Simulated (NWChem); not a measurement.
System: CHCl2F; SMILES FC(Cl)Cl

Input file for NWChem:

```
start job
memory heap 200 mb stack 900 mb global 1100 mb
geometry units angstroms noautosym nocenter noautoz
  F      1.595170    -0.180946     0.000000
  C      0.387231     0.409365     0.000000
  Cl    -0.499408    -0.060264    -1.481892
  Cl    -0.499408    -0.060264     1.481892
  H      0.496253     1.492366     0.000000
end
basis spherical
  * library 6-31g*
end
dft
  xc b3lyp
  iterations 150
end
cosmo
  do_cosmo_smd true
  solvent water
end
task dft energy
```

The geometry was optimised at B3LYP/6-31G* (spherical d). B3LYP is NWChem's, with the RPA form of VWN correlation. Solvent: water.

Level: B3LYP/6-31G* with SMD (1 M gas to 1 M solution), gas-phase geometry.

Problem. Give the results of this calculation. (B3LYP/6-31G* (spherical d), SMD on the gas-phase geometry.) Quantities: solvation free energy (kcal/mol); cavity-dispersion-structure term (kcal/mol); dipole in solution (D).

Solution. The solvation free energy (kcal/mol) is -0.9 and the cavity-dispersion-structure term (kcal/mol) comes out as 2.2. The dipole in solution (D) is 1.84.
